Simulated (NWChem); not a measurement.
Molecule: GaNH4O2; SMILES [NH2][Ga]([OH])[OH]

```xyz
8

Ga     0.0187    -0.0098     0.0233
O     -1.3201    -1.2216     0.0328
H     -2.1831    -0.7987    -0.0949
O      1.6843    -0.6852    -0.0357
H      1.6435    -1.6524    -0.1003
N     -0.2143     1.8117    -0.0682
H      0.6183     2.3498     0.1525
H     -1.0097     2.1983     0.4293
```
Atoms are numbered in this order, from 1.

Structure relaxed at the B3LYP/6-31G* (spherical d) level.

Q: Give the principal values of the shielding tensors (ppm) of Ga1, O2, O4, N6 from LDA (Slater exchange, VWN5)/pcSseg-1, GIAO (NWChem), with their diamagnetic and paramagnetic parts as GIAO splits them.

A: 
```tsv
atom	σ11	σ22	σ33	isotropic	diamagnetic	paramagnetic
Ga1	1077.0	1321.9	1482.2	1293.7	2643.0	-1349.3
O2	195.6	298.5	323.3	272.5	391.1	-118.6
O4	215.4	301.3	324.6	280.5	390.7	-110.2
N6	223.4	231.6	281.6	245.6	317.2	-71.7
```
